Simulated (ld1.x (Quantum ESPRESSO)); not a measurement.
**Reading a pseudo-wave (P (Z = 15))**

Columns: radius, all-electron u(r) and pseudo u(r) of the 3p shell (level -24.29 eV) of phosphorus in the configuration [Ne] 3s2 3p1; PBE, non-relativistic, ultrasoft scheme, ld1.x (Quantum ESPRESSO) 7.5.

```csv
r (bohr),all-electron,pseudo
0.095,0.1480,-0.0087
0.190,0.3073,-0.0343
0.285,0.3596,-0.0753
0.380,0.3192,-0.1297
0.475,0.2206,-0.1944
0.570,0.0927,-0.2662
0.665,-0.0447,-0.3416
0.760,-0.1793,-0.4171
0.855,-0.3036,-0.4896
0.950,-0.4137,-0.5564
1.045,-0.5081,-0.6154
1.140,-0.5866,-0.6653
1.235,-0.6499,-0.7053
1.330,-0.6985,-0.7354
1.425,-0.7334,-0.7561
1.520,-0.7557,-0.7681
1.615,-0.7668,-0.7724
1.710,-0.7681,-0.7699
1.805,-0.7613,-0.7615
1.900,-0.7475,-0.7475
1.995,-0.7280,-0.7280
2.090,-0.7042,-0.7042
2.185,-0.6770,-0.6770
2.280,-0.6475,-0.6475
2.375,-0.6163,-0.6163
2.470,-0.5842,-0.5842
```

(1) How many radial nodes do the two functions have?

(2) At about which radius was the pseudo-wave matched?

(3) Where does each function peak?

(4) Is the pseudo-wave norm-conserving?

Results:

(1) The all-electron 3p function has n − l − 1 = 1; the pseudo-wave has 0, since the states of the same l below it are removed with the core.

(2) 1.90 bohr, where the columns begin to agree (steps of 0.10 bohr).

(3) Outermost all-electron maximum near 1.71 bohr, pseudo maximum near 1.61 bohr (to the table’s step).

(4) No, it belongs to an ultrasoft set: the norm inside the radius is not constrained, and the difference is carried by the augmentation charge.
